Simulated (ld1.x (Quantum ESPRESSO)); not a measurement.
**silver (Ag) TM: all-electron and pseudo phase curves**

ld1.x (Quantum ESPRESSO) 7.5 input, shortened:

```
&input
   title='Ag', zed=47., rel=1, dft='PW91', iswitch=3,
   config='[Kr] 4d9 5s2 5p0'
 /
 &inputp
   pseudotype=2, tm=.true., lloc=2,
   nlcc=.true., new_core_ps=.true.
 /
3
5S  1  0   2.00   0.00  1.80  1.80  0.0
4P  2  1   6.00   0.00  1.45  1.45  0.0
4D  3  2   9.00   0.00  1.35  1.35  0.0
 &test
   configts(1)='4p6 4d9 5s2 5p0'
 /
```

The phase is arctan(r·u′/u) with u = r·R(r), unwrapped; energies in Ry, scanned from -7 to 5 Ry. A pole is an energy at which the radial function vanishes at the test radius. The pseudo phase is shifted by a multiple of π to meet the all-electron one at the reference energy, and phase errors are pseudo minus all-electron; the curves can meet again beyond the range given. Levels narrower than the energy grid can be missing from the lists of poles.

```tsv
channel	radius (bohr)	reference energy (Ry)	poles, all-electron	poles, pseudo	unbroken range about the reference energy with phases within 0.05 rad	phase error 1 Ry above the reference energy (rad)
s	1.95	-0.41	none	3.48	-6.5 to 0.6	-0.051
p	1.95	-4.60	-4.33	-4.33	below 1.2	-0.000
d	1.95	-0.79	0.07	0.07	the whole range	-0.000
```

Note: ghost state, extra bound levels that the all-electron valence spectrum of the same l lacks: s at -115.7 eV. A true bound ghost makes a file unfit for plane-wave use.

Phases in the p channel:

```tsv
E (Ry)	all-electron	pseudo
-7.00	1.333	1.333
-6.74	1.323	1.322
-6.48	1.310	1.310
-6.22	1.293	1.293
-5.96	1.271	1.271
-5.70	1.238	1.237
-5.44	1.180	1.180
-5.18	1.052	1.051
-4.92	0.511	0.510
-4.66	-1.166	-1.166
-4.40	-1.533	-1.533
-4.14	-1.639	-1.639
-3.88	-1.692	-1.692
-3.62	-1.725	-1.725
-3.36	-1.750	-1.750
-3.10	-1.770	-1.771
-2.84	-1.788	-1.789
-2.58	-1.806	-1.806
-2.32	-1.823	-1.823
-2.06	-1.840	-1.841
-1.80	-1.858	-1.859
-1.54	-1.877	-1.879
-1.28	-1.898	-1.901
-1.02	-1.922	-1.925
-0.76	-1.949	-1.953
-0.50	-1.980	-1.985
-0.24	-2.016	-2.023
0.02	-2.060	-2.070
0.28	-2.114	-2.127
0.54	-2.181	-2.199
0.80	-2.267	-2.293
1.06	-2.380	-2.417
1.32	-2.529	-2.585
1.58	-2.728	-2.808
1.84	-2.980	-3.086
2.10	-3.270	-3.389
2.36	-3.554	-3.669
2.62	-3.796	-3.894
2.88	-3.983	-4.064
3.14	-4.123	-4.190
3.40	-4.229	-4.284
3.66	-4.311	-4.357
3.92	-4.374	-4.415
4.18	-4.425	-4.461
4.44	-4.467	-4.500
4.70	-4.502	-4.532
4.96	-4.531	-4.559
```
